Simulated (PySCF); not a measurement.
**The third ionisation energy along group 14**

All values are computed (PySCF 2.14, energy differences of UHF-based or UKS calculations, no spin-orbit coupling). Values in eV. The last column holds reference values (NIST; (s) semi-empirical, (t) theoretical, else measured). Unmarked ones compare directly (S terms, centres of terms, or small fine structure); those marked * lie between the lowest fine-structure levels and include a spin-orbit shift.

```json
{"element": "C (dyall-av3z, non-relativistic)", "configurations": "[He] 2s2 → [He] 2s1", "MP2 (valence)": "47.008", "SCS-MP2 (valence)": "47.254", "CCSD (valence)": "47.811", "CCSD(T) (valence)": "47.811", "CCSDT (valence)": "47.811", "FCI (valence)": "47.811", "reference": "47.888"}
{"element": "Si (dyall-av3z, non-relativistic)", "configurations": "[Ne] 3s2 → [Ne] 3s1", "MP2 (valence)": "32.838", "SCS-MP2 (valence)": "33.014", "CCSD (valence)": "33.190", "CCSD(T) (valence)": "33.190", "CCSDT (valence)": "33.190", "FCI (valence)": "33.190", "reference": "33.493"}
{"element": "Ge (dyall-av3z, non-relativistic)", "configurations": "[Ar] 3d10 4s2 → [Ar] 3d10 4s1", "MP2 (valence)": "32.523", "SCS-MP2 (valence)": "32.684", "CCSD (valence)": "32.829", "CCSD(T) (valence)": "32.829", "CCSDT (valence)": "32.829", "FCI (valence)": "32.829", "reference": "34.058"}
```

| method | elements | mean error (eV) | mean absolute error (eV) | largest error (eV) |
| --- | --- | --- | --- | --- |
| MP2 (valence) | 3 | -1.023 | 1.023 | -1.534 |
| SCS-MP2 (valence) | 3 | -0.829 | 0.829 | -1.374 |
| CCSD (valence) | 3 | -0.536 | 0.536 | -1.228 |
| CCSD(T) (valence) | 3 | -0.536 | 0.536 | -1.228 |
| CCSDT (valence) | 3 | -0.536 | 0.536 | -1.228 |
| FCI (valence) | 3 | -0.536 | 0.536 | -1.228 |

Errors include the incompleteness of the basis and the frozen core.

"Valence" correlates the outer s and p shells and, in groups 3 to 12 and the f block, the outer d or f shell, open or full, or the next shell where the ion has no valence electron left; the wider scheme adds the next inner shell.
